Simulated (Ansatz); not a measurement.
`[OH][Ti]([F])([F])[Br]` and `[OH][Ti]([F])([F])[SeH]` differ in one atom or group.

Ansatz, PBE0-D4/def2-TZVP geometries, multiplicity 1. Each molecule was computed in one conformer, which needn't be the lowest.

Scalar relativity is left out up to krypton.

```tsv
property	`[OH][Ti]([F])([F])[Br]`
size of the dipole moment (PBE/def2-TZVPP) / D	2.42
LUMO energy (PBE0/def2-TZVPP) / eV	-2.91
HOMO energy (PBE/def2-TZVPP) / eV	-7.60
size of the dipole moment (B3LYP/def2-TZVPP) / D	2.48
HOMO energy (PBE0/def2-TZVPP) / eV	-8.93
HOMO–LUMO gap (B3LYP/def2-TZVPP) / eV	5.47
```

(1) Give the same properties after the change, and the shifts. (Best estimate.)

## Answers

(1) Ansatz gave: 
| property | `[OH][Ti]([F])([F])[SeH]` | shift |
| --- | --- | --- |
| size of the dipole moment (PBE/def2-TZVPP) / D | 2.02 | -0.40 |
| LUMO energy (PBE0/def2-TZVPP) / eV | -2.57 | 0.34 |
| HOMO energy (PBE/def2-TZVPP) / eV | -6.33 | 1.27 |
| size of the dipole moment (B3LYP/def2-TZVPP) / D | 2.06 | -0.42 |
| HOMO energy (PBE0/def2-TZVPP) / eV | -7.48 | 1.45 |
| HOMO–LUMO gap (B3LYP/def2-TZVPP) / eV | 4.41 | -1.06 |

With PBE0 the HOMO rises by 1.45 eV and the LUMO rises by 0.34 eV, so the gap narrows by about 1.11 eV. PBE moves the HOMO by 1.27 eV and ωB97M-V by 1.53 eV. Dipoles are sizes alone; their direction can turn.

B3LYP here is the variant with VWN-RPA as its local correlation; programs differ in this.

Spin–orbit coupling is left out; it splits and shifts lone-pair levels of the heavy atoms by tenths of an eV.
